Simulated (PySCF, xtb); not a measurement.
GeH2I2, SMILES [I][GeH2][I].

GFN2-xTB in xtb at its own geometry gives an orbital gap of 5.17 eV and a dipole moment of 4.71 D.

The structure is a stationary point at B3LYP-D3(BJ)/def2-SVP. The def2 effective core potentials stand for the cores of I; spin–orbit coupling is left out.

Problem. What does PySCF with PBE/def2-TZVPD give? (The exact figures need the calculation; the answer reports its results.)

Solution. gap 3.67 eV (levels -6.59 and -2.91 eV), dipole 1.20 D.
